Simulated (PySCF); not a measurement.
Coordinates in bohr (charge 0 multiplicity 3):
```
Ru    0.0000    0.2720    0.1923
N     0.0000   -2.1951   -1.5522
H     2.5229    0.1651    1.9007
H    -2.5229    0.1651    1.9007
H     0.0000    2.6880   -1.6672
```

Method: UPBE0/[Ru def2-TZVP with ECP28, N def2-TZVP, H def2-TZVP], scalar-relativistic core potentials, density fitting, no spin–orbit coupling, PySCF.

This geometry of H₃RuN is a stationary point at this level.

(1) What is the point group?

(2) Is it a minimum?

(3) List the harmonic modes with their infrared intensities.

(4) What are the dipole moment and the gap between the highest occupied and lowest empty levels of either spin?

(5) What is the atomisation energy, with and without zero-point energy?

## Answers

(1) C3v.

(2) Yes: all harmonic wavenumbers are real.

(3) 
```csv
symmetry,ω (cm⁻¹),"IR (km/mol, summed over degenerate members)",type
e,576,25.1,bend
a1,681,18.5,bend
e,686,0.0,bend
a1,1085,76.3,stretch
e,2002,134,stretch
a1,2006,40.7,stretch
```

(4) 1.40 D and 3.47 eV.

(5) 1175 kJ/mol without, 1114 kJ/mol with.

Only a few start shapes were tried, so a lower isomer may exist. With open d or f shells other occupations or spin states may lie lower. At this level a singlet minimum of Cs symmetry lies 81 kJ/mol below this structure.
